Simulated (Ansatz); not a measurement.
Computed with Ansatz.

CH6BIOSi, SMILES `OB([SiH3])CI` at its PBE0-D4/def2-TZVP geometry, where that method's forces vanish. Total charge 0; spin multiplicity 1. I takes the def2 core potential.

| atom | x (Å) | y (Å) | z (Å) |
| --- | --- | --- | --- |
| O1 | -1.666 | 0.142 | -0.872 |
| B2 | -0.544 | -0.096 | -0.146 |
| Si3 | 0.811 | 1.360 | 0.291 |
| C4 | -0.344 | -1.574 | 0.338 |
| I5 | 1.086 | -2.199 | -1.153 |
| H6 | -1.737 | 1.035 | -1.219 |
| H7 | 1.171 | 2.148 | -0.923 |
| H8 | 0.208 | 2.322 | 1.262 |
| H9 | 2.056 | 0.819 | 0.898 |
| H10 | -1.205 | -2.233 | 0.236 |
| H11 | 0.164 | -1.724 | 1.287 |

Problem. For each bond, give half the difference of the two atoms' forces along it (eV/Å; positive pushes the atoms apart) under PBE-D4, r2SCAN-D4, B3LYP-D4, ωB97M-V in def2-TZVPP. (Best estimate.)

Solution. The calculation gave: 
```tsv
bond	length (Å)	PBE-D4	r2SCAN-D4	B3LYP-D4	ωB97M-V
O1–B2	1.358	0.37	0.21	0.14	0.15
O1–H6	0.960	0.36	-0.01	-0.03	-0.08
B2–Si3	2.037	-0.22	-0.08	0.01	-0.01
B2–C4	1.567	-0.09	-0.01	-0.03	0.06
Si3–H7	1.491	0.10	-0.01	-0.06	-0.11
Si3–H8	1.494	0.11	-0.01	-0.07	-0.11
Si3–H9	1.487	0.10	-0.02	-0.06	-0.09
C4–I5	2.158	0.23	0.24	0.40	-0.01
C4–H10	1.089	0.11	-0.04	-0.10	-0.07
C4–H11	1.087	0.10	-0.05	-0.11	-0.07
```

B3LYP here is the variant with VWN-RPA as its local correlation; programs differ in this.
